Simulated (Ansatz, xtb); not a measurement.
Two isomers of C3H8GeSi

Structure X is `CC#[C][GeH2][SiH3]`, a singlet and structure Y is `C[SiH2]C#[C][GeH3]`, a singlet. Both are isolated molecules in the gas phase, relaxed with PBE0-D3(BJ)/def2-SVP.

X (Å):

```yaml
atoms:
  - { symbol: C, position_ang: [-2.2522, 1.1732, -2.2219] }
  - { symbol: C, position_ang: [-1.5075, -0.0594, -2.0377] }
  - { symbol: C, position_ang: [-0.8826, -1.0953, -1.8919] }
  - { symbol: Ge, position_ang: [0.0880, -2.6939, -1.5804] }
  - { symbol: Si, position_ang: [0.3978, -2.9251, 0.7713] }
  - { symbol: H, position_ang: [-1.8790, 1.7340, -3.0930] }
  - { symbol: H, position_ang: [-3.3215, 0.9674, -2.3858] }
  - { symbol: H, position_ang: [-2.1653, 1.8246, -1.3382] }
  - { symbol: H, position_ang: [-0.7080, -3.8803, -2.1553] }
  - { symbol: H, position_ang: [1.4397, -2.6073, -2.3134] }
  - { symbol: H, position_ang: [1.1606, -1.7523, 1.2959] }
  - { symbol: H, position_ang: [1.1590, -4.1757, 1.0772] }
  - { symbol: H, position_ang: [-0.9319, -2.9881, 1.4498] }
```

Y (Å):

```yaml
atoms:
  - { symbol: C, position_ang: [-2.2312, 0.4746, -2.4466] }
  - { symbol: C, position_ang: [-0.4945, -1.7344, -1.2714] }
  - { symbol: C, position_ang: [0.0720, -2.1093, -0.2529] }
  - { symbol: Ge, position_ang: [0.9527, -2.6977, 1.3259] }
  - { symbol: Si, position_ang: [-1.3570, -1.1481, -2.7874] }
  - { symbol: H, position_ang: [-2.7496, 0.8312, -3.3499] }
  - { symbol: H, position_ang: [-1.5096, 1.2439, -2.1334] }
  - { symbol: H, position_ang: [-2.9745, 0.3522, -1.6447] }
  - { symbol: H, position_ang: [-2.3324, -2.1996, -3.2063] }
  - { symbol: H, position_ang: [-0.3412, -0.9872, -3.8712] }
  - { symbol: H, position_ang: [2.1942, -1.8239, 1.5563] }
  - { symbol: H, position_ang: [1.3658, -4.1655, 1.1466] }
  - { symbol: H, position_ang: [-0.0146, -2.5623, 2.5110] }
```

Task: Which of the two would you expect CCSD(T)/def2-SVP + ΔMP2/def2-TZVPP electronic energies to favour?

Result: Structure Y; the calculation gives E(Y) − E(X) = −9.5 kcal/mol.

The same difference at several levels:

```json
{"level": "GFN2-xTB", "geometry": "GFN2-xTB", "E(Y) − E(X) (kcal/mol)": "+13.2", "departure from the last row (kcal/mol)": "+22.7", "job, with rough time for the two": "optimisation, 0.14 s"}
{"level": "HF/STO-3G", "geometry": "GFN2-xTB", "E(Y) − E(X) (kcal/mol)": "−10.4", "departure from the last row (kcal/mol)": "−1.0", "job, with rough time for the two": "single point, 0.38 s"}
{"level": "r2SCAN-D4/def2-SVP", "geometry": "GFN2-xTB", "E(Y) − E(X) (kcal/mol)": "−6.8", "departure from the last row (kcal/mol)": "+2.6", "job, with rough time for the two": "single point, 2.9 s"}
{"level": "PBE0-D3(BJ)/def2-SVP", "geometry": "PBE0-D3(BJ)/def2-SVP", "E(Y) − E(X) (kcal/mol)": "−4.4", "departure from the last row (kcal/mol)": "+5.1", "job, with rough time for the two": "optimisation, 29 s"}
{"level": "HF/def2-SVP", "geometry": "PBE0-D3(BJ)/def2-SVP", "E(Y) − E(X) (kcal/mol)": "−8.6", "departure from the last row (kcal/mol)": "+0.9", "job, with rough time for the two": "part of the CCSD(T) run"}
{"level": "MP2/def2-SVP", "geometry": "PBE0-D3(BJ)/def2-SVP", "E(Y) − E(X) (kcal/mol)": "−8.4", "departure from the last row (kcal/mol)": "+1.1", "job, with rough time for the two": "part of the CCSD(T) run"}
{"level": "CCSD(T)/def2-SVP", "geometry": "PBE0-D3(BJ)/def2-SVP", "E(Y) − E(X) (kcal/mol)": "−7.2", "departure from the last row (kcal/mol)": "+2.3", "job, with rough time for the two": "single point"}
{"level": "CCSD(T)/def2-SVP + ΔMP2/def2-TZVPP", "geometry": "PBE0-D3(BJ)/def2-SVP", "E(Y) − E(X) (kcal/mol)": "−9.5", "departure from the last row (kcal/mol)": "", "job, with rough time for the two": "single point, 44 s"}
```

As drawn, Y has 2 C–Si, 1 Ge–H in place of 1 C–C, 1 Ge–Si, 1 Si–H.

GFN2-xTB puts the two in the other order. The largest departure from CCSD(T)/def2-SVP + ΔMP2/def2-TZVPP is that of GFN2-xTB, 22.7 kcal/mol. The last row adds to CCSD(T) the change of the MP2 difference between the two basis sets, here −2.3 kcal/mol.

With thermal terms from frequencies at re-optimised GFN2-xTB minima (ideal gas, soft modes damped towards free rotors, one conformer each, 298.15 K, 1 atm): on the last row, ΔE + ΔZPE = −9.5, ΔH = −9.7, ΔG = −9.4 kcal/mol.

The correlated steps freeze 17 core orbitals; the filled d shell of Ge is correlated, in a basis made for valence electrons. Codes used: Ansatz 0.2.0, xtb 6.7.1; the last row on 4 threads of Arm Neoverse V1 on a shared host.
